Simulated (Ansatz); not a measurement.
C₁₈H₂₂, a cluster, 40 atoms. Hardware: 2 threads of AMD EPYC 7R13 on a shared host and a share (18 GiB) of an NVIDIA H100 80GB HBM3.

Correlated methods freeze 18 core orbitals. Single mean-field runs in def2-TZVP are fitted with def2-universal-jkfit.

How many basis functions does each of these Ansatz runs have, and roughly what does it cost? RPA@PBE/def2-TZVP, charge 0 singlet, energy, from earlier orbitals; PBE-D4/def2-SVP, charge 0 singlet, energy, from earlier orbitals; PBE-D4/def2-SVP, charge 0 singlet, relaxation, 5 steps; ωB97X-V/def2-TZVP, charge 0 singlet, energy, from earlier orbitals; r2SCAN-D4/def2-TZVP, charge 0 singlet, energy, from earlier orbitals; PBE0-D4/def2-SVP, charge 0 singlet, energy, from earlier orbitals; MP2/def2-TZVP, charge 0 singlet, energy, from earlier orbitals; PBE-D4/def2-TZVP, charge 0 singlet, energy and forces, from earlier orbitals; PBE0-D4/def2-TZVP, charge 0 singlet, energy, from earlier orbitals.

Other jobs shared the machine, so times can vary by a factor of up to 3.

```csv
run,functions,fitting or Cholesky vectors,wall time,peak host memory (GiB)
"PBE-D4/def2-SVP, charge 0 singlet, energy, from earlier orbitals",362,4120,2.5 s,1.1
"PBE0-D4/def2-SVP, charge 0 singlet, energy, from earlier orbitals",362,4120,3.5 s,1
"PBE0-D4/def2-TZVP, charge 0 singlet, energy, from earlier orbitals",690,1746,3.7 s,1
"r2SCAN-D4/def2-TZVP, charge 0 singlet, energy, from earlier orbitals",690,1746,4.8 s,1.1
"PBE-D4/def2-TZVP, charge 0 singlet, energy and forces, from earlier orbitals",690,1746,4.9 s,1
"MP2/def2-TZVP, charge 0 singlet, energy, from earlier orbitals",690,4675,5.5 s,1.3
"RPA@PBE/def2-TZVP, charge 0 singlet, energy, from earlier orbitals",690,4675,8 s,4.7
"ωB97X-V/def2-TZVP, charge 0 singlet, energy, from earlier orbitals",690,1746,8.1 s,1.2
"PBE-D4/def2-SVP, charge 0 singlet, relaxation, 5 steps",362,4120,16 s,1.1
```
